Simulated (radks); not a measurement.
Spherical quantum dot in the effective-mass picture: electrons in a hard-walled sphere of radius 2.7, with a point charge +1 (a donor) at the centre, all in effective atomic units (hartree* = m*/eps^2 hartree, bohr* = eps/m* bohr), one dielectric constant everywhere. Calculated with a radial shooting solver with Libxc functionals: non-relativistic Kohn-Sham, PBEsol, spin-polarised, spherical densities. Levels are named by radial order and angular momentum (1s, 1p, 1d, 2s, ...), and open shells are averaged over m.

N = 17, configuration 1s2 1p6 1d(up 5, down 4). This is the lowest configuration that the search found. Occupied and some empty levels:

level,occupation,eigenvalue (hartree*),<r> (bohr*)
1s up,1,8.2998,1.549
1s down,1,8.3167,1.544
1p up,3,8.8273,1.771
1p down,3,8.8481,1.770
1d up,5,9.5451,1.873
1d down,4,9.5672,1.872
2s up,0,9.9815,1.180
2s down,0,9.9885,1.183
1f up,0,10.471,1.944
1f down,0,10.494,1.944
2p up,0,11.629,1.387
2p down,0,11.641,1.387

Energy (hartree*): total 85.4796, kinetic 32.135, external -10.242, Hartree 73.044, exchange-correlation -9.4576.

Electron density:

r (bohr*),n(r) (e/bohr*^3)
0.141,0.1804
0.343,0.1432
0.545,0.1373
0.746,0.1565
0.948,0.1981
1.15,0.2578
1.35,0.3254
1.55,0.3817
1.76,0.4002
1.96,0.3569
2.16,0.2490
2.36,0.1143
2.56,0.01919
